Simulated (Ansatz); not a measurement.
Wavefunction ladder for C₃H₆AlI (`C=C(I)[CH2][AlH2]`)

Z-matrix (Å, degrees):
```
C
Al 1 2.006
C 1 1.470 2 101.8
H 1 1.096 2 105.9 3 -115.8
H 1 1.093 2 118.2 3 121.5
I 2 2.936 1 71.0 3 29.1
H 2 1.587 1 117.5 3 -64.1
H 2 1.588 1 119.0 3 128.8
C 3 1.322 1 132.6 2 129.9
H 9 1.081 3 123.7 1 -172.5
H 9 1.086 3 118.3 1 7.3
```

Charge 0, multiplicity 1. Correlated methods include outer-core shells of I, which these sets cover unevenly. I takes the def2 core potential. Geometry: relaxed with PBE0-D4/def2-TZVP. It is one conformer, not always the lowest. Frozen core, restricted reference, Ansatz 0.2.0.

```tsv
basis	HF (Eh)	MP2 corr.	CCSD corr.	(T)	CCSD(T) total
def2-SVP	-655.45715	-0.60087	?	?	?
def2-TZVPP	-655.68247	?	-1.09062	?	?
def2-QZVPP	-655.69613	-1.29453	–	–	–
```

(1) Fill in the withheld values. (An estimate is asked.)

Results:

(1) Ansatz gave: def2-SVP CCSD corr.: -0.65034; def2-SVP (T): -0.02316; def2-SVP CCSD(T) total: -656.13065; def2-TZVPP MP2 corr.: -1.08638; def2-TZVPP (T): -0.04020; def2-TZVPP CCSD(T) total: -656.81329.
